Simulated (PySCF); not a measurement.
C3HN3Si.
SMILES: `N#C[SiH](C#N)C#N`

The closed-shell ground state was solved at several levels (PySCF, density fitting, gas phase, non-relativistic). Geometry: PBE0-D3(BJ)/def2-SVP; no solvent, vibrations or thermal averaging.

```tsv
level	basis functions	HOMO (eV)	LUMO (eV)	gap (eV)	dipole (D)
PBE0/pcSseg-2	273	-10.92	-2.48	8.44	2.98
B3LYP/def2-SVPD	152	-10.67	-2.66	8.01	2.99
```

Estimate the row for PBE0/pcSseg-1, a basis of 131 functions; the other rows only guide the guess.

HOMO -10.92 eV, LUMO -2.38 eV, gap 8.54 eV, dipole 2.99 D.

Over all these levels, which gives the widest orbital gap and which the narrowest?

PBE0/pcSseg-1 (global hybrid, 25 % exact exchange) has the widest, 8.54 eV, and B3LYP/def2-SVPD (global hybrid, 20 % exact exchange) the narrowest, 8.01 eV. Functional and basis both differ between the two, so the spread mixes both effects.

How far do the dipole and the HOMO energy spread over the levels?

The dipole runs from 2.98 to 2.99 D (mean 2.99 D) and the HOMO from -10.92 to -10.67 eV.
